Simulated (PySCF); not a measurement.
A calculated (BP86, PySCF 2.14, cc-pVTZ, the non-relativistic Hamiltonian (point nucleus)) atom or ion has these occupied shells.

| shell | electrons | orbital energy (eV) | rms radius, mean of both spins (bohr) |
| --- | --- | --- | --- |
| 1s β | 1 | -5330.9 | 0.0776 |
| 1s α | 1 | -5330.9 | 0.0776 |
| 2s α | 1 | -597.69 | 0.338 |
| 2s β | 1 | -596.59 | 0.338 |
| 2p α | 3 | -504.52 | 0.305 |
| 2p β | 3 | -503.68 | 0.305 |
| 3s α | 1 | -72.951 | 1.04 |
| 3s β | 1 | -69.752 | 1.04 |
| 3p α | 3 | -47.876 | 1.12 |
| 3p β | 3 | -44.688 | 1.12 |
| 3d α | 4 | -10.037 | 1.75 |

Task: Name the element and its charge.

Result: V⁺ (vanadium, charge +1), in [Ar] 3d4, high-spin 5D determinant.
